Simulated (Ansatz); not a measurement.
Sn₂₁AsH₂₈⁺, a doped nanocrystal cut from the lattice of tin (As on an inner site). The state is a singlet with charge 1. Geometry r2SCAN-D4/def2-SVP, basis def2-TZVP, Ansatz.

Cartesian coordinates in Å:
```
Sn 4.1953 2.0580 -1.6715
Sn 1.8475 4.2947 1.7030
Sn 4.9067 -2.5237 -1.3713
Sn 1.7948 -0.7989 -4.1755
Sn -0.3002 1.3945 -1.0151
Sn -2.2388 -1.3861 -3.7900
Sn 0.3716 -3.0626 -0.7648
Sn -4.8395 0.7463 -0.8078
Sn 2.5482 -0.2728 2.0062
Sn 0.2237 1.9526 5.3091
Sn -1.9493 -0.9266 2.4370
Sn -2.6329 3.6446 2.1305
Sn -4.1626 -3.8402 -0.5047
Sn 4.3309 -0.3689 -3.0598
Sn 2.1623 1.8979 0.2608
Sn -0.2523 4.0710 3.5418
Sn 2.8378 -2.6347 0.5151
As -0.0840 -0.9371 -2.3029
Sn -2.5226 1.2170 0.7097
Sn -4.5405 -1.6566 -2.2120
Sn -1.8334 -3.3130 0.9611
Sn 0.4314 -0.4358 3.8480
H 5.6946 2.3511 -0.8875
H 3.8723 3.3409 -2.7655
H 1.5573 5.5602 0.5772
H 3.3443 4.5964 2.4904
H 6.4051 -2.2479 -0.5827
H 4.9865 -3.9844 -2.2670
H 1.1980 0.4752 -5.1619
H 1.5575 -2.2939 -4.9889
H -0.5801 2.4169 -2.3811
H -2.2185 -0.0242 -4.8376
H -1.7452 -2.7765 -4.6708
H 0.4282 -4.2670 -2.0013
H -5.0988 2.0389 -1.9074
H -6.1888 0.6260 0.2474
H 4.0316 0.0084 2.8423
H 1.6878 2.2098 6.1681
H -1.0684 1.8097 6.4306
H -3.2694 -1.0533 3.5414
H -2.9239 4.9085 1.0032
H -3.9816 3.5354 3.1890
H -3.9921 -5.2878 -1.4089
H -5.5044 -3.9768 0.5555
H 5.3870 -0.2962 -4.4186
H -0.3842 5.5511 4.4134
H 3.0038 -3.9936 1.5637
H -5.8072 -1.9211 -3.3488
H -1.4118 -4.6355 1.9844
H 0.7267 -1.7899 4.8745
```

| run | HOMO (eV) | LUMO (eV) |
| --- | --- | --- |
| A | -9.63 | -4.01 |
| B | -8.97 | -4.79 |
| C | -8.18 | -5.45 |
| D | -8.39 | -5.32 |

In the def2 sets Sn takes a core potential; there is no spin–orbit coupling. Single mean-field runs in def2-TZVP are fitted with def2-universal-jkfit.

Question: The runs used BHLYP, PBE, PBE0, r2SCAN. Estimate which is which.

Answer: A BHLYP (50 % exact exchange); B PBE0 (25 % exact exchange); C PBE (0 % exact exchange); D r2SCAN (0 % exact exchange). Exact exchange lowers occupied and raises empty levels; among semilocal functionals meta-GGAs tend to open the gap a little, and such runs are hard to tell apart. The gap grows from 2.74 eV (PBE) to 5.61 eV (BHLYP).
